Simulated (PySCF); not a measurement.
Species: C4H8OSi2.
Structure used (GFN2-xTB), in Å, numbered top down from 1:
```xyz
15
C4H8OSi2 angstrom
Si     2.7211    0.3076   -0.5447
Si     1.1744   -0.8528    0.7245
C     -0.5601   -0.2851    0.2995
C     -1.5460    0.3571    0.9981
C     -2.6231    0.5505    0.1045
C     -2.2193    0.0151   -1.0798
O     -0.9806   -0.4862   -0.9751
H      2.5581    0.0796   -1.9831
H      4.0935   -0.0847   -0.2103
H      2.6409    1.7581   -0.3410
H      1.2140   -2.3063    0.5040
H      1.2942   -0.6463    2.1741
H     -1.5012    0.6487    2.0278
H     -3.5633    1.0202    0.3110
H     -2.7070   -0.0676   -2.0315
```

The closed-shell ground state was solved at several levels (PySCF, density fitting, gas phase, non-relativistic).

```csv
level,basis functions,total energy (Eh),HOMO (eV),LUMO (eV),gap (eV),dipole (D)
PBE0/def2-SVPD,215,-810.5639,-6.69,-0.39,6.30,0.95
PBE0/pcSseg-1,173,-810.8529,-6.69,-0.31,6.38,0.93
```

Problem. Estimate the row for wB97X-D/def2-SVPD, a basis of 215 functions; the other rows only guide the guess.

Solution. Total energy -810.9866 Eh, HOMO -8.46 eV, LUMO 1.34 eV, gap 9.80 eV, dipole 0.94 D.

Problem. Over all these levels, which gives the widest orbital gap and which the narrowest?

Solution. wB97X-D/def2-SVPD (range-separated hybrid) has the widest, 9.80 eV, and PBE0/def2-SVPD (global hybrid, 25 % exact exchange) the narrowest, 6.30 eV. The two share the basis. From the narrowest to the widest the HOMO moves by -1.77 eV and the LUMO by +1.73 eV.

Problem. How far do the dipole and the HOMO energy spread over the levels?

Solution. The dipole runs from 0.93 to 0.95 D (mean 0.94 D) and the HOMO from -8.46 to -6.69 eV.

One conformer stands for the species.

The pairwise dispersion term of wB97X-D wasn't added to the energies; at a given geometry it leaves orbitals and properties as they are.
